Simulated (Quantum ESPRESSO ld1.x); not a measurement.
Initial-state core-level shifts of the aluminium ion Al+ when its valence configuration changes from [Ne] 3s2. Method: non-relativistic Kohn-Sham, PBE, spin-unpolarised, spherical densities, point nucleus; computed with ld1.x of Quantum ESPRESSO 7.5. Shifts are changes of the shell-averaged eigenvalues in eV (positive: less bound).

3s1 3p1: 1s -1.760; 2s -1.718; 2p -1.704
3p2: 1s -3.427; 2s -3.349; 2p -3.321
3s1.5 3p0.5: 1s -0.893; 2s -0.871; 2p -0.864
3s0.5 3p1.5: 1s -2.604; 2s -2.543; 2p -2.523
